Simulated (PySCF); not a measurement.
Coordinates in bohr (charge 0 multiplicity 2):
```
Re    0.0000    0.0000    0.0454
O     0.0000    0.0000    3.2329
O     3.0629    0.2331   -1.7355
O    -3.0629   -0.2331   -1.7355
H     3.9286   -1.2950   -2.3231
H    -3.9286    1.2950   -2.3231
```

All numbers come from UPBE in PySCF with Re def2-SVP with ECP60, O def2-SVP, H def2-SVP; scalar-relativistic core potentials, no spin–orbit coupling; density-fitted integrals.

This geometry of ReO(OH)₂ is a stationary point at this level.

Task: What is the point group?

Result: C2.

Task: Is it a minimum?

Result: Yes: all harmonic wavenumbers are real.

Task: What are the dipole moment and the gap between the highest occupied and lowest empty levels of either spin?

Result: 2.41 D and 1.24 eV.

Task: Give the atomic charges and bond orders.

Result: 
```
atom  Mulliken  Löwdin  polar tensor  spin (Mulliken)  Mayer order to Re1
 Re1      0.54    0.00          1.18             0.97                   –
  O2     -0.25   -0.03         -0.53            -0.07                2.26
O3,4     -0.37   -0.10         -0.66             0.03                1.21
H5,6      0.23    0.12          0.33             0.02                0.05
```
Other Mayer orders above 0.3: O–H 0.91 (×2).

Task: What is the atomisation energy, with and without zero-point energy?

Result: 2451 kJ/mol without, 2380 kJ/mol with.

Other isomers or separated fragments may lie lower. Other spin states or occupations of the open shell can lie lower. At this level a doublet minimum of Cs symmetry lies 2 kJ/mol below this structure. No spin–orbit coupling is included, which matters more the heavier the element.
